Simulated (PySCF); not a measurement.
# Assignment exercise: C$_{7}$H$_{7}$NO$_{2}$

Bonds (- single, = double, # triple, : aromatic): C1=C2, C2-C3, C3=C4, C4-N5, N5-C6, C6=O7, C6-C8, C8-C9, C9=O10, C4-C2. C1 carries H11, H12; C3 carries H13; N5 carries H14; C8 carries H15, H16; C9 carries H17. H11 is cis to C3; H12 is trans to C3.

PySCF 2.14.0 with density-fitted response routines calculation with GFN2-xTB structure and σ from GIAO-PBE0/pcSseg-1; no solvent model, non-relativistic, averaged over atoms made equivalent by symmetry, fast rotation or ring inversion, single conformer.

δ = σ(ref) − σ, references computed at the same level: $^{13}$C, $^{1}$H against TMS.

(1) Assign these signals to the numbered atoms. $^{13}$C{$^{1}$H} NMR (computed): δ 207.3, 162.3, 137.9, 120.6, 110.0, 59.6, 54.5.

(2) Assign these signals to the numbered atoms. $^{1}$H NMR (500 MHz, computed): δ 10.30 (t, 1H), 9.41 (br, 1H), 6.78 (s, 1H), 3.77 (m, 1H), 3.74 (m, 1H), 3.58 (d, 2H).

Results:

(1) 
207.3 → C9, aldehyde carbonyl carbon: the double bond to the heteroatom, with no lone-pair donor beside it, deshields it most
162.3 → C6, amide carbonyl carbon: lone-pair donation from the attached heteroatom keeps it upfield of a ketone carbonyl
137.9 → C4, alkene carbon bearing nitrogen: an sp2 carbon further deshielded by the attached heteroatom
120.6 → C2, fully substituted alkene carbon: as expected for a trigonal carbon in a double bond
110.0 → C3, β carbon of an enol-ether or enamine type C=C: the O or N lone pair pushes π density onto this β carbon and shields it
59.6 → C1, terminal =CH2 carbon
54.5 → C8, sp3 CH2 α to a carbonyl: the adjacent C=O deshields it moderately

(2) 
| δ (ppm) | atoms | environment | reason |
| --- | --- | --- | --- |
| 10.30 | H17 | hydrogen on an aldehyde carbonyl carbon | deshielded by the polar, anisotropic C=O bond |
| 9.41 | H14 | hydrogen on an amide-type nitrogen | exchangeable, gas-phase position |
| 6.78 | H13 | hydrogen on a β carbon of an enol-ether or enamine type C=C | olefinic region |
| 3.77 | H12 | hydrogen on a terminal =CH2 carbon | – |
| 3.74 | H11 | hydrogen on a terminal =CH2 carbon | – |
| 3.58 | H15/H16 | hydrogen on an sp3 CH2 α to a carbonyl | – |

H12 and H11 lie closer than the usual error of such a calculation, so a measured spectrum could show them in the other order.

OH/NH shifts are gas-phase values; hydrogen bonding in solution moves them, usually downfield. Shifts are as computed. Against solution values, carbons near 30 ppm lie about +3 ppm off and those near 130 ppm about +5 ppm. Of 1211 compounds with measured shifts, 218 miss one by over three times the rms of a fit or turn the order of signals round; such compounds aren't used in these exercises. The C=O carbon of an acid or of an amide with N–H lies up to 10 ppm further downfield in solution, through hydrogen bonding that the calculation lacks. No couplings were computed; multiplicities are counted from neighbouring protons, with m where these are inequivalent, close in shift, in a saturated or five-membered ring or joined by F or P, and br s for small geminal =CH2 splittings.
